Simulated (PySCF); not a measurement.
**Electron correlation in Cr²⁺ (chromium, charge +2)**

Starting occupation: [Ar] 3d4, 3d5/2 with m_j = -1/2, +1/2, +3/2, +5/2. All numbers are calculated (PySCF 2.14, X2C-1e with screened-nucleus spin-orbit coupling, Gaussian nucleus, in x2c-TZVPall-2c (6s7p4d1f, 54 functions)). Frozen: [Ne]; 12 electrons correlated; the 6 highest virtual spinors left out.

MP2 pair energies summed by pair of shells (mhartree):

```
 pair   energy  share (%)
3d-3p  -109.29       40.0
3p-3p   -86.34       31.6
3d-3d   -31.33       11.5
3p-3s   -25.77        9.4
3d-3s   -16.27        6.0
3s-3s    -4.18        1.5
```

Total MP2 correlation energy: -273.18 mhartree.

The GHF reference relaxed away from the jj start to a determinant that is no pure jj level (⟨S²⟩ = 6.00, ⟨J²⟩ = 20.00); the energies belong to that determinant.

This basis was not built for core-valence correlation, so the inner-shell part is incomplete.
